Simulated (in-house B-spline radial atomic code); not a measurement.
## RPA and G0W0 on HSE06: Mn II (Mn+)

Configuration [Ar] 3d5 4s1, highest spin, mean-field start HSE06. Computed with a B-spline radial code for spherical atoms: all electrons, non-relativistic, point nucleus, each spin shell either full or empty, empty states to l = 9 with an (l + 1/2)⁻⁴ tail; G0W0 by contour deformation at full frequency.

Command:
```bash
python run_gw.py task.json out
```
Settings (radii: box in bohr, nucleus in fm):
```
Z                        25
electrons                24
configuration            [Ar] 3d5 4s1
hamiltonian              nr
method                   hse06
lmax                     9
spin_polarised           True
box_radius               23.78
intervals                52
ion_configuration        [Ar] 3d5
```

Run time, properties included: 7.9 s on 1 thread of Arm Neoverse N1, on a shared host.

Energies (hartree):

```tsv
term	value
mean-field total	-1150.54764
Hartree-Fock functional on these orbitals	-1149.63802
direct second order	-1.8336
second-order exchange	0.61315
SOSEX correction	0.55177
```

(1) What is the RPA correlation energy, and what remains with SOSEX?

Quasi-particle levels (eV):

```
  level  occupied  mean field  Σx - vxc     Σc  QP weight    G0W0
  4s up       yes     -12.805     -2.21      ?          ?       ?
3d down        no      -9.222      9.54  -6.04      0.844  -5.723
```

G0W0 = mean field + (Σx - vxc) + Σc, with Σc (partial-wave tail included) taken at the quasi-particle energy. Only the outer levels were computed. Levels of low weight are left out.

(2) Where does G0W0 put 4s up?

(3) What does it cost to remove one electron (to [Ar] 3d5) by differences of total energies, each species on its own start (correlation terms add to the Hartree-Fock functional)?

## Answers

(1) RPA gives -1.5689 hartree (-1.78 eV per electron); RPA + SOSEX gives -1.0172, and the second-order doubles -1.2205 hartree (no singles). SOSEX takes back 35 % of the RPA value.

(2) At -16.141 eV, with Σc = -1.13 eV and a quasi-particle weight of 0.932. The tabulated removal energy is 15.640 eV (NIST, measured); the calculation leaves out relativity, Breit and QED terms, and what these don't explain is the method's own error.

(3) HSE06 15.851 eV, Hartree-Fock functional 14.613 eV, + RPA 16.023 eV, + RPA + SOSEX 15.301 eV, + second order 15.854 eV. Tabulated: 15.640 eV (NIST, measured); the calculation leaves out relativity, Breit and QED terms, and what these don't explain is the method's own error.
